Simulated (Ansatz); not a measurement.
A nudged elastic band was laid between two geometries of F2HSi2 (5 atoms, charge 1, multiplicity 1).

All numbers below come from Ansatz, RHF/def2-SVP.

```
movable images  : 9
climbing image  : yes
spring          : 5.0 eV/Å²
optimiser       : quadratic models (default)
start path      : through a guess of the saddle point
force threshold : 0.05 eV/Å
iteration limit : 60
end points      : relaxed
```

Initial state:

```xyz
5
Properties=species:S:1:pos:R:3
F 1.685 -0.052 1.111
Si 0.372 -0.447 0.366
F 0.360 -1.980 0.076
Si -1.554 1.135 -0.116
H -0.864 1.344 -1.437
```

Final state:

```xyz
5
Properties=species:S:1:pos:R:3
F 1.298 0.372 0.874
Si 0.189 -0.034 -0.182
F -0.058 -1.598 -0.169
Si -1.852 0.752 0.989
H 0.423 0.508 -1.511
```

What changes between the two ends?

Bonds broken: Si4–H5. Bonds formed: Si2–H5.

What energy profile does the band end with?

The run converged. The highest image is number 6 of 0 to 10, 0.60 eV above the first end and 0.62 eV above the last; the last end lies 0.02 eV below the first. A vibrational analysis at the climbing image gives one clearly imaginary mode, 361i cm⁻¹: a first-order saddle point. The orbitals stay closed-shell, which can raise the energy where a bond breaks towards radicals; this wasn't checked here. Limits of this set-up: the dipole of an ion depends on the origin.

```json
{"image": "0", "path coordinate (Å)": "0.00", "energy (eV)": "0.00", "Si4–H5 (Å)": "1.51", "Si2–H5 (Å)": "2.83"}
{"image": "1", "path coordinate (Å)": "0.26", "energy (eV)": "0.03", "Si4–H5 (Å)": "1.51", "Si2–H5 (Å)": "2.63"}
{"image": "2", "path coordinate (Å)": "0.51", "energy (eV)": "0.10", "Si4–H5 (Å)": "1.53", "Si2–H5 (Å)": "2.43"}
{"image": "3", "path coordinate (Å)": "0.77", "energy (eV)": "0.20", "Si4–H5 (Å)": "1.55", "Si2–H5 (Å)": "2.20"}
{"image": "4", "path coordinate (Å)": "1.02", "energy (eV)": "0.33", "Si4–H5 (Å)": "1.63", "Si2–H5 (Å)": "1.93"}
{"image": "5", "path coordinate (Å)": "1.28", "energy (eV)": "0.51", "Si4–H5 (Å)": "1.84", "Si2–H5 (Å)": "1.70"}
{"image": "6", "path coordinate (Å)": "1.53", "energy (eV)": "0.60", "Si4–H5 (Å)": "2.13", "Si2–H5 (Å)": "1.57"}
{"image": "7", "path coordinate (Å)": "1.83", "energy (eV)": "0.48", "Si4–H5 (Å)": "2.49", "Si2–H5 (Å)": "1.49"}
{"image": "8", "path coordinate (Å)": "2.13", "energy (eV)": "0.23", "Si4–H5 (Å)": "2.84", "Si2–H5 (Å)": "1.46"}
{"image": "9", "path coordinate (Å)": "2.43", "energy (eV)": "0.04", "Si4–H5 (Å)": "3.15", "Si2–H5 (Å)": "1.45"}
{"image": "10", "path coordinate (Å)": "2.74", "energy (eV)": "-0.02", "Si4–H5 (Å)": "3.39", "Si2–H5 (Å)": "1.45"}
```

What is the geometry of the highest image?


```xyz
5
Properties=species:S:1:pos:R:3:forces:R:3
F 1.471 0.263 0.928 0.01 -0.01 0.00
Si 0.188 -0.218 0.174 -0.03 0.00 -0.01
F 0.199 -1.731 -0.219 0.02 0.00 0.01
Si -1.767 1.006 0.196 0.00 0.00 0.00
H -0.091 0.679 -1.079 0.00 0.00 0.00
```

What are the harmonic wavenumbers there?

361i, 123, 280, 449, 748, 753, 985, 1112, 1893 cm⁻¹.

Time of the run: 73 s on 1 thread of Arm Neoverse V2 (shared host), peak memory 0.12 GiB.
